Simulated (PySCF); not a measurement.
CBrF3, SMILES FC(F)(Br)F (connectivity only; charge and spin as stated), charge +1, multiplicity 2.

Geometry: B3LYP-D3(BJ)/def2-SVP. The multiplicity is an assumed one; other spin states were not compared.

Level of theory: B3LYP-D3(BJ)/def2-SVP run with PySCF 2.14.0.

Frequencies are harmonic and unscaled.

Computed vibrational spectrum:
```tsv
mode	ν (cm⁻¹)	IR (km/mol)	moving atoms (share of kinetic energy)
1	94	3.4	F 89 %
2	106	72.8	Br 45 %, F 36 %, C 19 %
3	209	0.5	F 90 %
4	564	6.8	F 91 %, C 9 %
5	566	7.6	F 91 %, C 9 %
6	664	631.2	C 68 %, F 31 %
7	981	187.5	F 95 %
8	1496	402.9	C 73 %, F 27 %
9	1538	362.9	C 74 %, F 26 %
```
